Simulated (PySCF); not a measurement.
Isomers of C3H10N2Si, one GFN2-xTB conformer each. Single-point energies are computed at PBE0/pcSseg-1 (PySCF, gas phase, no added dispersion term), electronic only.

Question: Rank them by PBE0/pcSseg-1 energy, lowest first (kJ/mol).
A. `[CH3:1][C@H:2]1[CH2:3][NH:4][SiH2:5][NH:6]1` with C1–C2–C3–N4 157°, C2–C3–N4–Si5 -31°, C3–N4–Si5–N6 13°, N4–Si5–N6–C2 10°
B. `[CH2:1]=[CH:2][CH2:3][NH:4][SiH2:5][NH2:6]` with C1–C2–C3–N4 129°, C2–C3–N4–Si5 150°, C3–N4–Si5–N6 180°, N4–Si5–N6–H 51° and -176°

Answer: A (0.0), B (53.1).

As drawn, the higher has a C=C bond outside aromatic rings, which the lower lacks. GFN2-xTB itself gives, in the same order: 0.0, 124.3. Both levels put the same isomer lowest.

Question: Which frontier levels, dipoles and rotational constants go with these structures?

Answer: 
```csv
SMILES,"HOMO (eV, PBE0/pcSseg-1)",LUMO (eV),dipole (D),"A, B, C (MHz)"
C[C@H]1CN[SiH2]N1,-6.42,0.75,0.66,"5561, 2368, 1796"
C=CCN[SiH2]N,-6.72,0.29,0.70,"10524, 1067, 1012"
```
